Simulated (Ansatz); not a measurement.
Geometry optimisation, RKS r2SCAN/def2-SVP (Ansatz).

Input:

```yaml
crystal:
  periodic: [false, false, false]
  atoms:
    - { symbol: Al, position_ang: [0.125006, -0.61767, -0.465973] }
    - { symbol: F, position_ang: [0.109466, -0.144491, 2.373081] }
    - { symbol: Cl, position_ang: [1.802276, 0.396397, -1.197648] }
    - { symbol: O, position_ang: [-1.387521, -0.141114, -1.039837] }
    - { symbol: H, position_ang: [-2.253972, -0.465998, -0.785143] }
    - { symbol: H, position_ang: [0.333916, -1.862523, 0.46489] }
    - { symbol: H, position_ang: [0.293429, -1.021001, 2.125331] }
basis:
  gaussian: { orbitals: def2-SVP }
hamiltonian:
  xc: r2scan
relax:
  f_tol: 0.03
  max_steps: 50
output:
  orbitals: {}
```

Run as:

```bash
$ ansatz run input.yaml --threads 2 --pin off --max-ram 3072MiB --backend cpu --events-out ev --progress --plain --runs-dir out
```

Where does it end, and by what steps?

It converged. After 16 steps the energy has fallen by 0.357 eV; F2 moved furthest, 0.64 Å. Joined: Al1–F2 (2.88 → 2.05 Å).

```json
{"step": "0", "energy less start (eV)": "0.0000", "largest force component (eV/Å)": "0.278", "accepted": "yes"}
{"step": "1", "energy less start (eV)": "-0.0846", "largest force component (eV/Å)": "1.103", "accepted": "yes"}
{"step": "2", "energy less start (eV)": "-0.2262", "largest force component (eV/Å)": "1.296", "accepted": "yes"}
{"step": "3", "energy less start (eV)": "-0.3346", "largest force component (eV/Å)": "0.295", "accepted": "yes"}
{"step": "4", "energy less start (eV)": "-0.3425", "largest force component (eV/Å)": "0.292", "accepted": "yes"}
{"step": "5", "energy less start (eV)": "-0.3425", "largest force component (eV/Å)": "0.187", "accepted": "yes"}
{"step": "6", "energy less start (eV)": "-0.3476", "largest force component (eV/Å)": "0.072", "accepted": "yes"}
{"step": "7", "energy less start (eV)": "-0.3485", "largest force component (eV/Å)": "0.061", "accepted": "yes"}
{"step": "8", "energy less start (eV)": "-0.3508", "largest force component (eV/Å)": "0.139", "accepted": "yes"}
{"step": "9", "energy less start (eV)": "-0.3523", "largest force component (eV/Å)": "0.082", "accepted": "yes"}
{"step": "10", "energy less start (eV)": "-0.3527", "largest force component (eV/Å)": "0.138", "accepted": "yes"}
{"step": "11", "energy less start (eV)": "-0.3539", "largest force component (eV/Å)": "0.173", "accepted": "yes"}
{"step": "12", "energy less start (eV)": "-0.3369", "largest force component (eV/Å)": "1.003", "accepted": "no"}
{"step": "13", "energy less start (eV)": "-0.3553", "largest force component (eV/Å)": "0.090", "accepted": "yes"}
{"step": "14", "energy less start (eV)": "-0.3561", "largest force component (eV/Å)": "0.214", "accepted": "yes"}
{"step": "15", "energy less start (eV)": "-0.3560", "largest force component (eV/Å)": "0.166", "accepted": "no"}
{"step": "16", "energy less start (eV)": "-0.3570", "largest force component (eV/Å)": "0.022", "accepted": "yes"}
```

```xyz
7
Properties=species:S:1:pos:R:3
Al 0.094 -0.648 -0.227
F 0.112 -0.048 1.737
Cl 1.796 0.406 -0.905
O -1.402 -0.065 -0.785
H -2.239 -0.530 -0.827
H 0.299 -2.139 0.293
H 0.363 -0.833 2.189
```

The run took 45 s on 2 threads of Arm Neoverse V1 (shared host), peak memory 0.16 GiB.
